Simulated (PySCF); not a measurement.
## CaSb⁺: frontier orbitals

r²SCAN0 at R = 2.974 Å; PySCF, scalar-relativistic core potentials, basis sets Ca def2-SVP, Sb def2-SVP with ECP28. State: ³Σ⁻ (triplet), unpaired electrons π ↑↑. Only the outer orbitals are listed, counted within each symmetry, core potentials removing the inner ones.

```tsv
spin	orbital	occ.	ε (eV)	on Ca (%)	main shells (%)
α	4π	1	-36.92	100	100 Ca p
α	4π	1	-36.92	100	100 Ca p
α	8σ	1	-36.74	99	99 Ca p
α	9σ	1	-19.02	5	94 Sb s
α	10σ	1	-10.48	33	63 Sb p, 23 Ca s
α	5π	1	-10.34	12	88 Sb p
α	5π	1	-10.34	12	88 Sb p
α	11σ	0	-6.63	92	73 Ca s, 10 Ca d, 9 Ca p
α	2δ	0	-5.44	100	100 Ca d
α	2δ	0	-5.44	100	100 Ca d
β	4π	1	-36.89	100	100 Ca p
β	4π	1	-36.89	100	100 Ca p
β	8σ	1	-36.69	99	99 Ca p
β	9σ	1	-16.87	11	89 Sb s
β	10σ	1	-9.87	42	53 Sb p, 32 Ca s
β	5π	0	-6.71	37	63 Sb p, 29 Ca d, 8 Ca p
β	5π	0	-6.71	37	63 Sb p, 29 Ca d, 8 Ca p
β	11σ	0	-6.64	86	62 Ca s, 17 Ca p, 14 Sb p
```

Which are the highest filled and the lowest empty level, where do they sit, and how wide is the gap?

Highest filled β 10σ at -9.87 eV (in %: 53 Sb p, 32 Ca s); lowest empty β 5π at -6.71 eV (in %: 63 Sb p, 29 Ca d, 8 Ca p); the gap at r²SCAN0 is 3.16 eV.

The bond order (Mayer) is 1.43. The ⟨S²⟩ is 2.021 and the charge on Ca (Mulliken, basis-dependent) is 0.87. The charge on Ca (Löwdin, basis-dependent) is 0.84. The dipole moment (positive dipole points towards Sb; it is taken about the centre of mass and depends on that origin) is -13.24 D.

Spin–orbit coupling is left out. The state is the lowest determinant that a PBE0 search found; another state may lie lower at other levels.
